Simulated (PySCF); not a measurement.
**ECD: `O[C@@H]1C[SiH2][C@@H]1CCF`, C₅H₁₁FOSi**

Molfile (atoms numbered from 1):
```
C5H11FOSi
     RDKit          3D

 19 19  0  0  0  0  0  0  0  0999 V2000
   -1.2014   -1.8688    0.9478 O   0  0  0  0  0  0  0  0  0  0  0  0
   -1.3335   -0.4936    0.7423 C   0  0  2  0  0  0  0  0  0  0  0  0
   -2.0679   -0.0697   -0.5504 C   0  0  0  0  0  0  0  0  0  0  0  0
   -0.8411    1.3667   -0.8155 Si  0  0  0  0  0  4  0  0  0  0  0  0
   -0.0155    0.3246    0.5713 C   0  0  2  0  0  0  0  0  0  0  0  0
    1.1723   -0.5278    0.1388 C   0  0  0  0  0  0  0  0  0  0  0  0
    2.4261    0.3218    0.0175 C   0  0  0  0  0  0  0  0  0  0  0  0
    3.4676   -0.4256   -0.4813 F   0  0  0  0  0  0  0  0  0  0  0  0
   -0.7889   -2.2619    0.1703 H   0  0  0  0  0  0  0  0  0  0  0  0
   -1.8750   -0.1338    1.6203 H   0  0  0  0  0  0  0  0  0  0  0  0
   -3.1239    0.1417   -0.4089 H   0  0  0  0  0  0  0  0  0  0  0  0
   -1.9943   -0.8510   -1.3072 H   0  0  0  0  0  0  0  0  0  0  0  0
   -1.3008    2.6868   -0.3938 H   0  0  0  0  0  0  0  0  0  0  0  0
   -0.1481    1.4146   -2.1022 H   0  0  0  0  0  0  0  0  0  0  0  0
    0.2553    0.8403    1.4943 H   0  0  0  0  0  0  0  0  0  0  0  0
    0.9804   -0.9936   -0.8321 H   0  0  0  0  0  0  0  0  0  0  0  0
    1.3520   -1.3220    0.8696 H   0  0  0  0  0  0  0  0  0  0  0  0
    2.7527    0.7054    0.9893 H   0  0  0  0  0  0  0  0  0  0  0  0
    2.2743    1.1551   -0.6775 H   0  0  0  0  0  0  0  0  0  0  0  0
  1  2  1  0
  2  3  1  0
  3  4  1  0
  4  5  1  0
  5  6  1  0
  6  7  1  0
  7  8  1  0
  5  2  1  0
  1  9  1  0
  2 10  1  1
  3 11  1  0
  3 12  1  0
  4 13  1  0
  4 14  1  0
  5 15  1  1
  6 16  1  0
  6 17  1  0
  7 18  1  0
  7 19  1  0
M  END
```

Theory: TDDFT CAM-B3LYP/def2-SVPD circular dichroism and optical rotation, one conformer, gas phase in PySCF 2.14.0. Geometry: GFN2-xTB.

The molecule is flexible and this is one conformer; a measurement averages over conformers.

Problem. What are the CIP labels of the stereocentres?

Solution. C2 R, C5 R.

Problem. List the lowest 8 singlet excitations with oscillator and rotatory strengths.

Solution. Rotatory strengths R in 10⁻⁴⁰ esu² cm², velocity form and length form (origin at the centre of mass); f in length form.
| state | E (eV) | λ (nm) | f | R (velocity) | R (length) | main |
| --- | --- | --- | --- | --- | --- | --- |
| 1 | 7.12 | 174 | 0.005 | -12.1 | -11.5 | HOMO→LUMO+1 0.42, HOMO→LUMO+2 0.17 |
| 2 | 7.17 | 173 | 0.051 | +45.7 | +45.0 | HOMO→LUMO 0.41, HOMO−1→LUMO 0.38 |
| 3 | 7.44 | 167 | 0.022 | -2.7 | -2.0 | HOMO−2→LUMO 0.38, HOMO−1→LUMO+1 0.25 |
| 4 | 7.46 | 166 | 0.039 | -4.1 | -4.1 | HOMO−2→LUMO 0.38, HOMO−1→LUMO+1 0.23 |
| 5 | 7.63 | 162 | 0.038 | -11.4 | -11.7 | HOMO→LUMO 0.41, HOMO−1→LUMO 0.31 |
| 6 | 7.71 | 161 | 0.010 | +23.0 | +21.8 | HOMO−2→LUMO+1 0.65 |
| 7 | 7.87 | 158 | 0.025 | -2.8 | -2.7 | HOMO→LUMO+3 0.35, HOMO→LUMO+4 0.13 |
| 8 | 7.90 | 157 | 0.006 | -8.3 | -8.1 | HOMO→LUMO+4 0.24, HOMO→LUMO+2 0.18 |

Among the states computed, the strongest CD band (largest |R|) is state 2. The largest dissymmetry factor in size, g = 4R/(D+G), with D and G the electric and magnetic dipole strengths, is +0.026 for state 6 (velocity form, f = 0.011), among bands with |R| over 0.5. The mirror image has the same energies and oscillator strengths and all R with the opposite sign.
